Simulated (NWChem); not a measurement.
System meant: BNH3, doublet; SMILES [BH]N

Here is an NWChem input.

```
start job
memory heap 200 mb stack 900 mb global 1100 mb
geometry units angstroms noautoz
  B     -0.141025    -0.837440     0.000000
  N     -0.013697     0.540642     0.000000
  H      0.782534    -1.628619     0.000000
  H      0.887220     1.034701     0.000000
  H     -0.812225     1.179079     0.000000
end
basis spherical
  B library def2-svp
  N library def2-svp
  H library def2-svp
end
dft
  odft
  mult 2
  xc pbe0
  iterations 4
  mulliken
end
task dft energy
```

End of the output:

```
     --------------------------
     Expectation value of S2:
     --------------------------
      <S2> =      0.7527 (Exact =     0.7500)

 center of mass
 --------------
 x =  -0.06748006 y =  -0.09364740 z =   0.00000000

 moments of inertia (a.u.)
 ------------------
          60.454183519500          -0.000000000000           0.000000000000
          -0.000000000000           8.097459192255           0.000000000000
           0.000000000000           0.000000000000          68.551642711755

     Multipole analysis of the density
     ---------------------------------

     L   x y z        total         alpha         beta         nuclear
     -   - - -        -----         -----         ----         -------
     0   0 0 0     -0.000000     -8.000000     -7.000000     15.000000

     1   1 0 0      0.256503      0.690644     -0.434141     -0.000000
     1   0 1 0      0.950496      1.432048     -0.481552      0.000000
     1   0 0 1     -0.000000      0.000000     -0.000000      0.000000

     2   2 0 0     -9.543510    -10.483350     -6.715572      7.655412
     2   1 1 0     -0.693284     -0.413534      2.157448     -2.437198
     2   1 0 1     -0.000000      0.000000     -0.000000      0.000000
     2   0 2 0     -9.628066    -26.600968    -21.164758     38.137659
     2   0 1 1      0.000000     -0.000000      0.000000      0.000000
     2   0 0 2    -10.522488     -5.952939     -4.569549      0.000000

 ------------------------------------------------------------------------
 dft energy failed                                                                                  0
 ------------------------------------------------------------------------
 ------------------------------------------------------------------------
  current input line :
    22: task dft energy
 ------------------------------------------------------------------------
 ------------------------------------------------------------------------
 This type of error is most commonly associated with calculations not reaching convergence criteria
 ------------------------------------------------------------------------
 For more information see the NWChem manual at https://nwchemgit.github.io

0:dft energy failed:Received an Error in Communication
```

Problem. Find the fault in this run and fix the input.

Solution. The run did not converge; its last values are not results. Cause: the SCF was allowed too few iterations. This input runs:
```
start job
memory heap 200 mb stack 900 mb global 1100 mb
geometry units angstroms noautoz
  B     -0.141025    -0.837440     0.000000
  N     -0.013697     0.540642     0.000000
  H      0.782534    -1.628619     0.000000
  H      0.887220     1.034701     0.000000
  H     -0.812225     1.179079     0.000000
end
basis spherical
  B library def2-svp
  N library def2-svp
  H library def2-svp
end
dft
  odft
  mult 2
  xc pbe0
  iterations 150
  mulliken
end
task dft energy
```
It converges to -81.19900 Ha (PBE0/def2-SVP, spin-unrestricted).
